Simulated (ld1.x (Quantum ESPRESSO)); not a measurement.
# aluminium (Al), TM: configuration errors across variants

```
Element                 : aluminium (Al)
Generator               : ld1.x (Quantum ESPRESSO) 7.5
Type                    : norm-conserving Troullier–Martins (Kleinman–Bylander form)
Functional              : PBE
Relativity              : scalar-relativistic
Frozen core             : [Ne]
Valence charge          : 3
Reference configuration : 3s1.75 3p1.25
Partial waves           : 3s (bound): rc 1.40 bohr; 3p (bound): rc 1.65 bohr; 3d channel at -0.1 Ry: rc 1.55 bohr
Local potential         : all-electron potential smoothed inside 1.10 bohr (lloc = -1)
Core correction         : Bessel-smoothed model core inside 1.25 bohr
```

All-electron excitation energies from the reference (eV): (1) 3s2 3p1 -1.267; (2) 3s2 3p0 4.495; (3) 3s1 3p0 23.720; (4) 3s0 3p3 9.184; (5) 3s2 3p0.5 0.819; (6) 3s1 3p1 10.305; (7) 3s1 3p2 3.872.

2 further variants failed, have other tests or too few solved ones, and are left out.

A true bound ghost makes a file unfit for plane-wave use even where its test errors are small: the radial tests pick states by their node count and pass the ghost by.

Errors AE − PS in meV (a dash: test not solved or not reliable):

| change | (1) | (2) | (3) | (4) | (5) | (6) | (7) | bound ghosts |
| --- | --- | --- | --- | --- | --- | --- | --- | --- |
| base | +0.4 | +5.3 | +114 | -2.4 | +0.1 | +20 | +1.8 | s |
| wave 3d channel at -0.1 Ry: rc 1.55 bohr becomes 3d channel at -0.09 Ry: rc 1.55 bohr | +0.4 | +5.3 | +114 | -2.4 | +0.1 | +20 | +1.8 | s |
| wave 3p (bound): rc 1.65 bohr becomes 3p (bound): rc 1.76 bohr | +0.4 | +4.9 | +113 | -4.3 | -0.1 | +20 | +1.6 | s |
| local potential the d channel | +0.2 | +3.3 | +59 | -2.3 | 0.0 | +12 | +0.6 | none |
| local potential all-electron potential smoothed inside 1.64 bohr (lloc = -1) | 0.0 | +1.6 | +21 | -3.8 | -0.1 | +5.5 | -0.4 | none |
| all radii but the core radius scaled by about 1.08 (s 1.52, p 1.78, d 1.68 bohr); local potential all-electron potential smoothed inside 1.20 bohr (lloc = -1) | +0.1 | +2.2 | +34 | -2.1 | 0.0 | +7.8 | +0.1 | none |
| wave 3d channel at -0.1 Ry: rc 1.55 bohr becomes 3d channel at -0.1 Ry: rc 1.58 bohr | +0.4 | +5.3 | +114 | -2.4 | +0.1 | +20 | +1.8 | s |

Give the same row for: core correction Bessel-smoothed model core inside 0.94 bohr.

+0.4, +5.1, +111, -3.0, 0.0, +20, +1.7; bound ghosts: s.
